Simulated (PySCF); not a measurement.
Spectra and structures to be paired. Level of theory: TDDFT B3LYP/def2-SVPD, vertical, gas phase, core orbitals frozen in the response (PySCF). Geometries: GFN2-xTB; one conformer of each isolated species. Triplets are in the Tamm–Dancoff approximation.

A. `C#CC(=C)C(N)=O`
B. `F[SiH2]N([SiH3])[SiH3]`
C. `C=CPC(C)C`

Lowest singlet levels (six at most, fewer where fewer were computed) with oscillator strengths:

1. 297 nm (f 0.000); 247 nm (f 0.029); 229 nm (f 0.181); 227 nm (f 0.000); 203 nm (f 0.000); 193 nm (f 0.000); T1 3.22 eV
2. 232 nm (f 0.162); 206 nm (f 0.025); 200 nm (f 0.007); 192 nm (f 0.015); 188 nm (f 0.010); 179 nm (f 0.075); T1 4.00 eV
3. 197 nm (f 0.003); 185 nm (f 0.016); 170 nm (f 0.037); 165 nm (f 0.007); 164 nm (f 0.002); 161 nm (f 0.022); T1 6.01 eV

**Question.** Match each spectrum to its molecule.

**Answer.** 1 = A, 2 = C, 3 = B.
- A: S1 at 4.18 eV, HOMO-1→LUMO (98%); Löwdin shares by element: HOMO (one of a set within 0.03 eV) carbon 80% or more (atoms not listed hold the other 21%); LUMO carbon 69% or more (atoms not listed hold the other 31%); HOMO -7.31 and LUMO -1.95 eV; point group Cs, 4 of its 6 listed states under f = 0.0005.
- B: S1 at 6.30 eV, HOMO→LUMO (99%); Löwdin shares by element: HOMO nitrogen 52%, silicon 20% or more, hydrogen 7% or more (atoms not listed hold the other 21%); LUMO silicon 50%, nitrogen 8% (atoms not listed hold the other 43%); HOMO -7.81 and LUMO -0.46 eV; point group Cs.
- C: S1 at 5.34 eV, HOMO→LUMO (94%); Löwdin shares by element: HOMO phosphorus 48%, carbon 37% or more (atoms not listed hold the other 15%); LUMO carbon 64% or more, phosphorus 11%, hydrogen 6% or more (atoms not listed hold the other 19%); HOMO -6.37 and LUMO -0.42 eV.
